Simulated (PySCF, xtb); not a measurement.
CH3FO2Si, SMILES F[SiH2]C(O)=O.

GFN2-xTB in xtb at its own geometry gives an orbital gap of 3.66 eV and a dipole moment of 1.75 D.

The structure is a stationary point at PBE0-D3(BJ)/def2-SVP. This is a generated structure with no PubChem entry under its InChIKey; it may be hypothetical. The values are those of a single conformer.

Task: What does PBE0/def2-TZVP (PySCF) give? (An estimate is asked for; the answer gives what the named calculation found.)

Result: gap 7.24 eV (levels -8.25 and -1.01 eV), dipole 0.48 D.
